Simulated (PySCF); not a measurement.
**C₆ coefficients of unlike pairs at M06-L**

Calculated with PySCF 2.14 from the dipole response of each species, C₆(A,B) = (3/π) ∫ α_A(iu) α_B(iu) du, in atomic units, from isotropic polarisabilities. For ions this is the dispersion term alone; charge-induced terms of lower order in 1/R come first.

| species | configuration | basis | relativity | α (bohr³) | C₆ (like pair) |
| --- | --- | --- | --- | --- | --- |
| Sb⁺ | [Kr] 4d10 5s2 5p2 (3P) | aug-cc-pwCVTZ-DK3 (10s9p7d4f1g) | spin-free X2C | 25.19 | 212.6 |
| Al⁺ | [Ne] 3s2 (1S) | aug-cc-pVDZ-DK (5s4p2d) | spin-free X2C | 22.61 | 112.2 |
| Nb | [Kr] 4d4 5s1 (6D) | def2-TZVPPD with the def2 core potential (28 electrons) (6s4p3d2f1g) | core potential | 78.00 | 750.6 |

Task: Estimate C₆ for Nb with Al⁺.

Result: The integral gives 282.4. The combination rule 2 C_A C_B / (C_A α_B/α_A + C_B α_A/α_B) gives 278.6 and the geometric mean 290.2.

No spin-orbit coupling is included.

The other pairs:

| pair | C₆ |
| --- | --- |
| Al⁺, Sb⁺ | 149.5 |
| Nb, Sb⁺ | 371.9 |
